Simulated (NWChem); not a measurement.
## Correlation energy of As

```
As
```
Charge 0, spin multiplicity 4.

Everything below was run with NWChem.

Basis set: def2-QZVP. Each correlation energy counts from its own Hartree-Fock reference.

| method | correlation energy (mHa) |
|---|---|
| UMP2 | -254.0 |
| SCS-UMP2 | -230.1 |
| CCSD on UHF | -253.5 |
| CCSD[T] on UHF | -261.7 |
| CCSD(T) on UHF | -261.2 |
| CCSD on ROHF | -254.6 |
| CCSD[T] on ROHF | -263.3 |
| CCSD(T) on ROHF | -262.7 |

The values span 33.1 mHa, from CCSD[T] on ROHF (lowest) to SCS-UMP2 (highest). 

The Hamiltonian is non-relativistic. The correlated methods keep 9 core orbitals frozen. No SCF solution was tested for a lower state. Open-shell Hartree-Fock references start from PBE0 orbitals. Coupled-cluster values serve here as a point of comparison, not as the truth.
